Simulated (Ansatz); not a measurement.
Two structures of ZnH$_{3}$OF, singlet, reached by relaxing down either side of one saddle point (PBE0-D4/def2-TZVP). Energies are electronic, without zero-point energy. Program: Ansatz 0.2.0. Basis: def2-TZVPP and def2-QZVPP. Cores are frozen in the correlated methods. The 3s and 3p shells of Cu and Zn are frozen; filled d shells are correlated. Extrapolation: Hartree–Fock as exp(−7.88 √X), correlation as X^−2.97. First:

```xyz
6
angstrom
Zn -0.4328 -0.6568 -0.0343
F -0.6890 -1.4693 -1.5569
O -0.1599 0.1822 1.4945
H 0.8816 0.9182 -1.4192
H 0.9718 1.2425 -0.7471
H -0.5715 -0.2168 2.2630
```

Second:

```tsv
atom	x (Å)	y (Å)	z (Å)
Zn1	0.3244	0.6055	0.4313
F2	-0.3263	-0.9663	-1.7050
O3	-0.3147	0.0930	2.0028
H4	0.2047	-0.2285	-1.9005
H5	0.9596	1.2000	-0.8283
H6	-0.8476	-0.7037	1.9997
```

Which bonds change from the first to the second?

ZnHOF ([OH][Zn][F]) + H₂ → ZnH₂O ([OH][ZnH]) + HF; bonds formed: Zn1–H5, F2–H4; bonds broken: Zn1–F2, H4–H5.

Give the saddle point's structure and its height above each. (An estimate is asked for; the value comes from the calculation.)

By the calculation: 25.55 kcal/mol above the first and 16.62 kcal/mol above the second (CCSD(T) at an estimated basis limit (MP2 extrapolated from triple and quadruple zeta, plus CCSD(T) − MP2 in triple zeta)).
```
6
angstrom
Zn 0.0497 0.1209 0.1649
F -0.2494 -0.8149 -1.5675
O -0.2838 0.1141 1.9098
H 0.4440 0.2200 -1.5748
H 0.8688 0.9800 -1.1323
H -0.8293 -0.6200 2.1999
```

T1 diagnostic: at most 0.018.

Labels in which every atom is bracketed show which atoms are joined, not bond orders.

For scale, one of the runs: CCSD(T)/def2-TZVPP, 168 basis functions (an equivalent command: `ansatz run in.yaml --threads 4`). Hardware: 4 CPU threads, shared host. Wall time 29 s; peak host memory 1.4 GiB.
